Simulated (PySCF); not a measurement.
**Correlation energy of Rb⁺ (rubidium, charge +1)**

[Kr], closed-shell 1S. Calculation: PySCF 2.14, in def2-TZVPPD with the def2 core potential (28 electrons); a scalar-relativistic core potential. Frozen: nothing; 8 electrons correlated.

| level | correlation energy (mhartree) |
| --- | --- |
| CCSD | -95.56 |
| (T) | -1.53 |
| CCSD(T) | -97.09 |
| CCSDT | -97.27 |

Diagnostics: T1 = 0.0059, D1 = 0.0096, largest double amplitude 0.028.

Q: Is a single reference adequate?

A: Yes, within this model without spin-orbit coupling: T1 lies below 0.03 and no double amplitude reaches 0.07.

The basis has no tight functions for the innermost shells, so their pair energies are far from complete.

This basis was not built for core-valence correlation, so the inner-shell part is incomplete.
